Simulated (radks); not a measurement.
Q: Spherical quantum dot in the effective-mass picture: electrons in a parabolic well V = omega^2 r^2 / 2 with omega = 0.0662, with a point charge +2 (a donor) at the centre, all in effective atomic units (hartree* = m*/eps^2 hartree, bohr* = eps/m* bohr), one dielectric constant everywhere. Method: non-relativistic Kohn-Sham, LDA (Slater exchange, Perdew-Wang correlation), spin-polarised, spherical densities; computed with a radial shooting solver with Libxc functionals. Levels are named by radial order and angular momentum (1s, 1p, 1d, 2s, ...), and open shells are averaged over m. At N = 17 the configuration is 1s2 1p6 1d(up 5, down 2) 2s2. Does electron 18 go into 1f up or 1d down or 1f down?

A: Into 1d down. The total energies of the other choices lie higher by 0.0168 hartree* (1f up), 0.0224 hartree* (1f down).
